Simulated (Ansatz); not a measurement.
CHClOSeZn, SMILES `O=C[Se][Zn][Cl]`. Total charge 0; spin multiplicity 1. The structure was optimised at the PBE0-D4/def2-TZVP level. It is one conformer, not always the lowest.

```xyz
6

O    -0.075    0.137   -1.144
C     0.625    0.936   -0.528
Se    0.820    0.812    1.327
Zn   -0.628   -0.969    0.664
Cl   -1.892   -2.658    0.740
H     1.151    1.742   -1.059
```

Task: What is the dipole moment at r2SCAN/def2-TZVPP? (Best estimate.)

Result: Ansatz gave: 3.23 D, with components (1.93, 2.58, -0.12) D in this frame, pointing from negative to positive charge.

Task: And with PBE, B3LYP, ωB97M-V? (Estimate.)

Result: Ansatz gave: PBE 3.14 D, B3LYP 3.27 D, ωB97M-V 3.27 D.

Task: Give the Mulliken charges with r2SCAN, PBE, B3LYP in def2-TZVPP. (An estimate is asked.)

Result: Ansatz gave: 
| atom | r2SCAN | PBE | B3LYP |
| --- | --- | --- | --- |
| O1 | -0.34 | -0.26 | -0.32 |
| C2 | 0.27 | 0.19 | 0.20 |
| Se3 | -0.15 | -0.11 | -0.13 |
| Zn4 | 0.48 | 0.39 | 0.47 |
| Cl5 | -0.34 | -0.30 | -0.34 |
| H6 | 0.08 | 0.09 | 0.11 |

B3LYP here is the variant with VWN-RPA as its local correlation; programs differ in this.
